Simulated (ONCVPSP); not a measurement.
**Ranking ONCV potentials for phosphorus (P)**

All share these settings but for the change named:

- Element: P (Z = 15)
- Generator: ONCVPSP 4.0.1
- Type: optimised norm-conserving Vanderbilt (ONCV)
- Functional: LDA (Perdew-Wang 92)
- Relativity: scalar-relativistic
- Frozen core: [He]
- Valence charge: 13
- Reference configuration: 2s2 2p6 3s1.75 3p3.25
- Partial waves: 2s+3s: rc 0.70 bohr, ncon 3, nbas 8, qcut 19.8 1/bohr, 2 projectors; 2p+3p: rc 1.00 bohr, ncon 4, nbas 7, qcut 14.8 1/bohr, 2 projectors; d scattering state at 0.38 Ha: rc 0.95 bohr, ncon 3, nbas 6, qcut 11 1/bohr, 2 projectors, debl 1.9 Ha
- Local potential: polynomial inside 0.45 bohr (lpopt 4, dvloc0 6 Ha)
- Core correction: none

Test errors are all-electron minus pseudo excitation energies from the reference, over 2s2 2p6 3s2 3p3; 2s2 2p6 3s2 3p2; 2s2 2p6 3s2 3p1; 2s2 2p5 3s2 3p3. None of these files shows a bound ghost.

The base gives 949.7 meV.

Of 8 variants that were run, those that failed, showed a ghost or another fault, or gave nearly equal values are left out.

A variant can come out equal or close to the base, since the largest error may sit in a test that the change hardly touches while other tests move.

**Question.** Rank these variants by their largest absolute test error, smallest first.
A. s: qcut 13.1; p: qcut 9.8; d: qcut 7.3
B. s: qcut 26.6; p: qcut 19.8; d: qcut 14.8
C. s: qcut 19.9; p: qcut 14.9; d: qcut 11.1
D. s: qcut 14.6; p: qcut 10.9; d: qcut 8.1
E. s: qcut 22.1; p: qcut 16.5; d: qcut 12.3

**Answer.** B (628.6 meV), E (794.6 meV), C (941.5 meV), D (1431.3 meV), A (1646.3 meV).
